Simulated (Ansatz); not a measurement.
A search over several starts for the lowest SCF solution of the cluster Te2Pb at the given spin, in a small basis.

```yaml
crystal:
  periodic: [false, false, false]
  atoms:
    - {symbol: Pb, position_ang: [-0.472180, -1.153297, 1.150603]}
    - {symbol: Te, position_ang: [-0.199570, -0.517227, -1.850526]}
    - {symbol: Te, position_ang: [0.671748, 1.670525, 0.699923]}
basis:
  gaussian: {orbitals: def2-SVP, initial_orbitals: start.molden}
magnetization: {spin_polarized: true, initial_magnetization: 4}
hamiltonian: {xc: pbe0, dispersion: d4}
output: {orbitals: {seedname: orbitals}}
```

The file start.molden holds the orbitals of an earlier run on this structure, at another level or in another basis.

```sh
$ ansatz run in.yaml --threads 4 --pin off --events-out ev --progress --plain --max-ram 3916MiB
```

Shortened log:

```
Functional definition: PBE0
1013 factors; integrals over basis functions are off by at most 2.0e-4 eV
mean field evaluation 1: about -19835.0361 eV, gradient 2.8e0 eV
mean field evaluation 2: about -19835.0666 eV, gradient 3.6e-2 eV
mean field evaluation 4: about -19835.0998 eV, gradient 3.4e-4 eV
mean field evaluation 8: about -19835.0998 eV, gradient 1.9e-5 eV
mean field evaluation 16: about -19834.7382 eV, gradient 5.7e-1 eV
mean field evaluation 32: about -19834.7550 eV, gradient 1.4e-4 eV
mean field evaluation 64: about -19834.7550 eV, gradient 1.4e-2 eV
mean field -19835.09980393 eV, -728.9264730808 hartree, gradient 4.1e-6 eV, S^2 6.009942; 8 other end points of the search recorded, 0 dependent functions left out
reference -19835.09982745 eV, -728.9264739452 hartree; 37, 33 occupied and 41, 45 virtual orbitals, 1013 factors
Total energy: -19835.23904384 eV, -728.9315900533 hartree
```

Run time 7.5 s (4 threads of Arm Neoverse V1 on a shared host).

Other converged states that the search met: 0.34 eV higher (⟨S²⟩ = 6.01).

In the def2 sets Pb, Te take a core potential; there is no spin–orbit coupling. At PBE0-D4/def2-TZVP a singlet of charge 0 lies 2.90 eV below the quintet, each at its own geometry. The structure comes from a short search, and lower isomers may exist.
